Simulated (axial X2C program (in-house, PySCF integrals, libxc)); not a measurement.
**Spin–orbit effects down a group: homonuclear dimers (ions), CCSD**

Computed with an in-house relativistic program for diatomic molecules, spin-free (one-electron X2C) or two-component (2c: spin–orbit coupling with atomic mean-field Coulomb and Gaunt terms, which also bring small scalar terms), in Dyall basis sets with cores contracted in-house; open shells are unrestricted.

Basis sets: Al dyall-v3z, Ga dyall-cv3z, In dyall-cv3z. Frozen shells (counts by l): Al₂⁺ Al 2s1p, 5 electrons correlated; Ga₂⁺ Ga 3s2p1d, 5 electrons correlated; In₂⁺ In 4s3p2d, 5 electrons correlated. Coupled cluster in natural virtuals with an MP2 remainder. Where the outer core of a metal is frozen, bonds come out longer and ionisation energies lower.

```json
{"molecule": "Al₂⁺", "spin-free state": "M_S = 1/2, Λ = 0", "Re (Å)": "3.228", "ωe (cm⁻¹)": "165.2", "De (eV)": "1.36", "2c state": "Ω = 1/2", "Re 2c (Å)": "3.228", "ωe 2c (cm⁻¹)": "165.1", "De 2c (eV)": "1.35"}
{"molecule": "Ga₂⁺", "spin-free state": "M_S = 1/2, Λ = 0", "Re (Å)": "3.256", "ωe (cm⁻¹)": "98.6", "De (eV)": "1.31", "2c state": "Ω = 1/2", "Re 2c (Å)": "3.257", "ωe 2c (cm⁻¹)": "98.5", "De 2c (eV)": "1.26"}
{"molecule": "In₂⁺", "spin-free state": "M_S = 1/2, Λ = 0", "Re (Å)": "3.605", "ωe (cm⁻¹)": "70.2", "De (eV)": "1.21", "2c state": "Ω = 1/2", "Re 2c (Å)": "3.606", "ωe 2c (cm⁻¹)": "70.1", "De 2c (eV)": "1.07"}
```

Problem. Work out the shifts from the spin-free to the two-component result.

Solution. 

```
molecule  2c state  ΔRe (Å)  Δωe (cm⁻¹)  ΔDe (eV)
    Al₂⁺   Ω = 1/2    0.000       noise     -0.01
    Ga₂⁺   Ω = 1/2    0.001        -0.1     -0.05
    In₂⁺   Ω = 1/2    0.001        -0.1     -0.14
```

Shifts of one unit in the last digit are rounding. Where the truncated virtual spaces of the two runs make Δωe unreliable it is marked noise.

Fragments in 2c: Al+ + Al, Ga+ + Ga, In+ + In. Each entry is the lowest single determinant of a limited PBE0 search at one distance. De goes to single-determinant-based atoms at the same level (for ions the charge split of lowest energy) and is withheld (n/a) where an atom does not fit its ground term or J level. Main or longest-lived isotopes.
